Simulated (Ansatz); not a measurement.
Two members of one family (Series ReO3X), computed with Ansatz in the gas phase; def2 core potentials for Re, no spin–orbit coupling. The two geometries come from different levels. Binding counts from free atoms in the multiplicity of their measured ground term, without zero-point energy. Names give formal oxidation states. A dash marks a value that wasn't run or was left out as unsound. The structures are stationary points that may keep the symmetry of their start. Remarks come from the PBE and PBE0 runs and from stability tests at other levels; not every state was tested. HOMO above LUMO (over both spins in singlets and doublets, within one spin in higher multiplets; at PBE or PBE0), or a gap under 0.15 eV within one spin, warns that the state may not be the lowest or that an electron is smeared out.

First: ReO3(OH) (singlet, charge 0, PBE-D4/def2-SVP geometry).

Cartesian coordinates in Å:
```
Re 0.017 -0.372 -0.235
O -0.306 -1.953 0.355
O -1.057 -0.013 -1.528
O 1.620 -0.310 -0.854
O -0.207 0.844 1.189
H -0.067 1.804 1.072
```

| level | HOMO (eV) | LUMO (eV) | gap (eV) | vertical IE (eV) | vertical triplet (eV) | binding per atom (eV) |
| --- | --- | --- | --- | --- | --- | --- |
| PBE-D4/def2-SVP | -7.99 | -3.73 | 4.26 | – | – | 5.04 |
| PBE-D4/def2-TZVP | -8.07 | -3.83 | 4.24 | 11.50 | 4.10 | 5.06 |
| r2SCAN-D4/def2-TZVP | -8.46 | -3.85 | 4.61 | 11.65 | 4.04 | 4.75 |
| CAM-B3LYP-D4/def2-TZVP | -11.15 | -2.14 | 9.01 | – | – | 4.53 |
| ωB97X-V/def2-TZVP | -12.09 | -1.02 | 11.07 | – | – | 4.57 |

Metal–donor distances: 4 × O 1.72 to 1.89 Å. Remarks: spin-contaminated (⟨S²⟩ up to 0.83) (+1 doublet).

Second: ReO3(NH2) (singlet, charge 0, r2SCAN-D4/def2-SVP geometry).

```xyz
7

Re   -0.479   -0.569   -0.035
O    -2.041    0.003    0.372
O    -0.500   -1.168   -1.638
O    -0.022   -1.766    1.100
N     0.812    0.848    0.040
H     1.015    1.459   -0.749
H     1.215    1.192    0.910
```

Question: What does the change do? Estimate second minus first.

Answer: 
```
                 level  Δ HOMO (eV)  Δ LUMO (eV)  Δ gap (eV)  Δ vertical IE (eV)  Δ vertical triplet (eV)  Δ binding per atom (eV)
       PBE-D4/def2-SVP         0.59         0.16       -0.43                   –                        –                    -0.33
      PBE-D4/def2-TZVP         0.56         0.16       -0.40               -0.73                    -0.21                    -0.33
   r2SCAN-D4/def2-TZVP         0.60         0.18       -0.41               -0.77                    -0.16                    -0.30
CAM-B3LYP-D4/def2-TZVP         0.78         0.20       -0.58                   –                        –                    -0.23
     ωB97X-V/def2-TZVP         0.77         0.19       -0.58                   –                        –                    -0.24
```

Metal–donor distances: 3 × O 1.71 Å, 1 × N 1.92 Å. Remarks: gap within one spin near zero at PBE or PBE0 (+1 doublet), gap within one spin near zero at PBE or PBE0 (triplet).
